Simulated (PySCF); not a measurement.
Point-charge models of `N#C[SiH2]O[SiH](O[SiH3])O[SiH3]` against its computed dipole.

Coordinates (GFN2-xTB, Å) and charges (e) from the PBE0/pcSseg-1 density (PySCF):

```json
{"atom": "N1", "x": "3.734", "y": "0.129", "z": "-1.085", "Mulliken": "-0.2014", "IAO": "-0.1859", "Hirshfeld": "-0.1871", "ESP-fitted": "-0.3760"}
{"atom": "C2", "x": "2.962", "y": "-0.550", "z": "-0.580", "Mulliken": "-0.2081", "IAO": "-0.1792", "Hirshfeld": "-0.0286", "ESP-fitted": "+0.1610"}
{"atom": "Si3", "x": "1.697", "y": "-1.669", "z": "0.234", "Mulliken": "+0.8879", "IAO": "+1.0255", "Hirshfeld": "+0.4624", "ESP-fitted": "+0.5628"}
{"atom": "O4", "x": "0.846", "y": "-0.805", "z": "1.296", "Mulliken": "-0.7189", "IAO": "-0.8788", "Hirshfeld": "-0.2976", "ESP-fitted": "-0.4253"}
{"atom": "Si5", "x": "-0.289", "y": "0.336", "z": "1.504", "Mulliken": "+1.2958", "IAO": "+1.4831", "Hirshfeld": "+0.5237", "ESP-fitted": "+0.7453"}
{"atom": "O6", "x": "0.073", "y": "1.615", "z": "0.603", "Mulliken": "-0.7330", "IAO": "-0.8853", "Hirshfeld": "-0.3038", "ESP-fitted": "-0.4411"}
{"atom": "Si7", "x": "0.186", "y": "2.247", "z": "-0.893", "Mulliken": "+0.6904", "IAO": "+0.8787", "Hirshfeld": "+0.3915", "ESP-fitted": "+0.5795"}
{"atom": "O8", "x": "-1.715", "y": "-0.273", "z": "1.070", "Mulliken": "-0.7327", "IAO": "-0.8857", "Hirshfeld": "-0.3048", "ESP-fitted": "-0.4441"}
{"atom": "Si9", "x": "-2.589", "y": "-0.908", "z": "-0.142", "Mulliken": "+0.6891", "IAO": "+0.8802", "Hirshfeld": "+0.3963", "ESP-fitted": "+0.5944"}
{"atom": "H10", "x": "0.862", "y": "-2.194", "z": "-0.846", "Mulliken": "-0.0856", "IAO": "-0.1317", "Hirshfeld": "-0.0613", "ESP-fitted": "-0.0895"}
{"atom": "H11", "x": "2.398", "y": "-2.647", "z": "1.060", "Mulliken": "-0.0902", "IAO": "-0.1145", "Hirshfeld": "-0.0584", "ESP-fitted": "-0.0813"}
{"atom": "H12", "x": "-0.318", "y": "0.692", "z": "2.897", "Mulliken": "-0.1396", "IAO": "-0.1627", "Hirshfeld": "-0.0705", "ESP-fitted": "-0.1043"}
{"atom": "H13", "x": "1.115", "y": "3.353", "z": "-0.698", "Mulliken": "-0.1012", "IAO": "-0.1259", "Hirshfeld": "-0.0715", "ESP-fitted": "-0.1018"}
{"atom": "H14", "x": "-1.158", "y": "2.687", "z": "-1.274", "Mulliken": "-0.1097", "IAO": "-0.1450", "Hirshfeld": "-0.0801", "ESP-fitted": "-0.1157"}
{"atom": "H15", "x": "0.674", "y": "1.232", "z": "-1.829", "Mulliken": "-0.1109", "IAO": "-0.1467", "Hirshfeld": "-0.0802", "ESP-fitted": "-0.1112"}
{"atom": "H16", "x": "-2.326", "y": "-0.181", "z": "-1.386", "Mulliken": "-0.1126", "IAO": "-0.1494", "Hirshfeld": "-0.0763", "ESP-fitted": "-0.1246"}
{"atom": "H17", "x": "-2.202", "y": "-2.315", "z": "-0.280", "Mulliken": "-0.1143", "IAO": "-0.1470", "Hirshfeld": "-0.0798", "ESP-fitted": "-0.1143"}
{"atom": "H18", "x": "-3.957", "y": "-0.742", "z": "0.336", "Mulliken": "-0.1051", "IAO": "-0.1296", "Hirshfeld": "-0.0738", "ESP-fitted": "-0.1138"}
```

Problem. Compute μ = Σ q r for each scheme (1 e·Å = 4.803 D) and compare with the dipole of the full density.

Solution. The full density gives (-2.64, -1.89, -0.22) D, 3.25 D in size; dipole vectors point from the negative to the positive end.

| scheme | μx | μy | μz | size (D) | share of the full size (%) | angle to the full dipole (°) |
| --- | --- | --- | --- | --- | --- | --- |
| Mulliken | -3.23 | -2.48 | -1.14 | 4.23 | 130 | 12 |
| IAO | -2.59 | -2.37 | -2.35 | 4.23 | 130 | 30 |
| Hirshfeld | -2.02 | -1.50 | 0.01 | 2.52 | 77 | 4 |
| ESP-fitted | -2.64 | -1.88 | -0.24 | 3.25 | 100 | 0 |

Problem. Which set comes closest?

Solution. Length of the difference vector: ESP-fitted 0.02 D, Hirshfeld 0.77 D, Mulliken 1.24 D, IAO 2.18 D. Closest: ESP-fitted. The schemes that divide the density aren't constrained to reproduce the dipole.

Problem. What is left for the Hirshfeld atoms' own dipoles?

Solution. The shares of the density sum to the whole, so what Σ q r misses lies in dipoles about the nuclei. The atomic dipoles sum to (-2.64, -1.89, -0.22) − (-2.02, -1.50, 0.01) = (-0.62, -0.39, -0.23) D, 0.77 D in size.

Problem. With the origin at the mean of the coordinates, (0.000, 0.000, -0.001) Å, which are the largest single terms, by size, of the Hirshfeld dipole along the direction of the full one?

Solution. Si9 +5.02, N1 +2.72, Si7 -2.62, O8 -2.16, O6 +1.52 D; all 18 atoms together +2.51 D. The single terms depend on the origin, their sum doesn't.

Problem. Give the size of the full dipole in other units.

Solution. 3.25 D = 1.279 au = 0.677 e·Å = 10.84 × 10⁻³⁰ C·m.

The structure is a single GFN2-xTB conformer in the gas phase; no vibrational or solvent corrections. GFN2-xTB frequencies show an imaginary mode (20i cm⁻¹), so this geometry is no minimum at that level.

These values come from a run that also computed NMR shieldings. Time: 1.7 min wall (grids of density and orbitals included); peak memory 1.0 GiB. Hardware: one thread, Arm Neoverse N1 (aarch64), no GPU, shared host with 64 logical CPUs at a one-minute load of 47.

Shape of the structure used: `[N:1]#[C:2][SiH2:3][O:4][SiH:5]([O:6][SiH3:7])[O:8][SiH3:9]`: C2–Si3–O4–Si5 72°, Si3–O4–Si5–O6 -50°, O4–Si5–O6–Si7 70°, O4–Si5–O8–Si9 -61°.
